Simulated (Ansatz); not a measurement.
Si₃Au₂⁻, relaxed as a doublet with UKS r2SCAN-D4/def2-SVPD in Ansatz, starting from the GFN1-xTB geometry. Force threshold 0.02 eV/Å.

In the def2 sets Au takes a core potential; there is no spin–orbit coupling. Another isomer (doublet) lies 0.17 eV lower at PBE0-D4/def2-TZVPD; other spin states weren't run for this one.

Start:

```xyz
5

Au   -1.2727   -1.2168    0.8714
Au   -1.1129   -0.0278   -1.6191
Si    0.9199   -0.8521   -0.3473
Si   -0.4127    1.1288    0.5113
Si    1.8784    0.9679    0.5838
```

```json
{"step": "1", "energy (eV)": "-31015.6216", "largest force component (eV/Å)": "1.396", "SCF passes": "26"}
{"step": "2", "energy (eV)": "-31015.8951", "largest force component (eV/Å)": "0.523", "SCF passes": "31"}
{"step": "3", "energy (eV)": "-31015.9342", "largest force component (eV/Å)": "0.149", "SCF passes": "33"}
{"step": "4", "energy (eV)": "-31015.9381", "largest force component (eV/Å)": "0.033", "SCF passes": "27"}
{"step": "5", "energy (eV)": "-31015.9383", "largest force component (eV/Å)": "0.007", "SCF passes": "29"}
```

Force components are those of the run's own axes.

End:

```xyz
5

Au   -1.1241   -1.1911    1.0354
Au   -0.9489    0.1076   -1.6861
Si    0.8961   -1.0283   -0.4332
Si   -0.5751    1.1951    0.5329
Si    1.7520    0.9168    0.5509
```

Bonds lost: Si3–Si4 (atoms count from 1).

No frequencies were taken in this run, so the end may be a saddle point.

Hardware: 4 threads of Intel Xeon 6975P-C on a shared host. Wall time 16 s.
